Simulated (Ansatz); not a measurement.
`FB[SeH]` + `C#C[SeH]` → `C#C[Se]BF` + H₂Se at 700 K and 1 bar (ligand exchange at a B–Se bond).

Isolated molecules relaxed with PBE0-D4/def2-TZVP in Ansatz; ΔE leaves out vibrations. CBS: MP2 limit from def2 TZ/QZ plus the TZ coupled-cluster correction, frozen cores. For Se outer-core shells are correlated without core-valence functions, which leaves a few kJ/mol of doubt a bond. Scalar relativity is left out up to krypton. One conformer a species, not always the lowest.

```tsv
species	CCSD(T)/CBS energy (Eh)	H − E (kJ/mol)	S (J/(mol·K))
`FB[SeH]`	-2526.56401	104.1	341.8
`C#C[SeH]`	-2477.92583	111.2	338.2
`C#C[Se]BF`	-2602.59174	154.1	422.4
H₂Se	-2401.89790	61.1	251.1
```

H − E and S are ideal-gas, rigid-rotor, harmonic terms from PBE0-D4/def2-TZVP, for one conformer and one mirror image of each species. 1 Eh = 2625.50 kJ/mol, R = 8.31446 J/(mol·K).

Q: By hand: ΔE, ΔH, ΔS and ΔG.

A: ΔE = (-2602.59174) + (-2401.89790) − (-2526.56401) − (-2477.92583) = 0.00020 Eh = 0.5 kJ/mol. Δ(H − E) = 154.1 + 61.1 − 104.1 − 111.2 = -0.1, so ΔH = 0.4 kJ/mol. ΔS = 422.4 + 251.1 − 341.8 − 338.2 = -6.5 J/(mol·K). ΔG = 0.4 − 700 × (-6.5)/1000 = 5.0 kJ/mol.

Q: By hand: the equilibrium constant, and the temperature at which ΔG would vanish if ΔH and ΔS stayed fixed.

A: log₁₀ K = −ΔG/(RT ln 10) = -0.4. ΔH and −TΔS have one sign here, so there is no such temperature. One of them is within its doubt of zero, so this could turn.

TΔS isn't small against ΔH here. The sign of ΔG lies within the doubt. A doubt of 5 kJ/mol in ΔE shifts log₁₀ K by 0.4 here. Other conformers and mirror images would add mixing entropy, several J/(mol·K) or more a flexible species. These are equilibria of isolated gas molecules and say nothing of rates. Largest T1 diagnostic: 0.013 (customary marks: 0.02 for closed shells, 0.045 for open ones).
